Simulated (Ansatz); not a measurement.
Cartesian coordinates in Å:
```
O 1.312 -1.293 -0.367
C 0.720 -0.213 -1.088
Si -0.427 0.726 0.071
O 0.371 1.158 1.438
S -1.963 -0.722 0.475
H 0.603 -1.868 -0.060
H 0.223 -0.555 -2.006
H 1.542 0.439 -1.398
H -0.991 1.981 -0.476
H 0.965 0.490 1.789
H -2.355 -0.143 1.622
```

The species carries charge 0 and has multiplicity 1.

**Question.** List the r2SCAN/def2-TZVPP orbital energies in eV (Ansatz). (An estimate is asked.)

**Answer.** The calculation gave: Occupied: -2409.13, -1791.89, -516.15, -516.05, -274.27, -213.60, -157.67, -157.58, -157.48, -142.23, -97.13, -97.09, -97.05, -27.17, -26.63, -19.13, -17.86, -14.36, -13.23, -12.04, -11.34, -10.51, -10.12, -9.65, -9.00, -8.31, -7.79, -6.79, -6.47. Lowest empty: -0.34, -0.16, 0.59, 1.27, 1.37, 2.03, 2.38, 2.75.
